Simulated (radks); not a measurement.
Question: Coherent X-ray form factor from a spherical all-electron density. Calculated with a radial shooting solver on a logarithmic mesh with Libxc functionals: non-relativistic Kohn-Sham, TPSS, spin-polarised, spherical densities, point nucleus; meta-GGA in the generalised Kohn-Sham scheme.

sin(theta)/lambda (1/angstrom),f0 (electrons)
0.05,39.932
0.1,39.729
0.15,39.394
0.2,38.933
0.25,38.355
0.3,37.669
0.4,36.019
0.5,34.085
0.6,31.978
0.8,27.657
1,23.717
1.25,19.795
1.5,16.951
2,13.075

The species is in the configuration that NIST lists as its ground one. Which atom or ion scatters so?

Answer: The hafnium ion Hf32+, [Kr] 4d4. Extrapolating in s^2 from the first two rows gives f0(0) = 40.0, near the electron count 40; among species with that count, the fall with angle is slower the higher Z, and the table is that of Z = 72; from so few rows the species is fixed only to a neighbour or two.
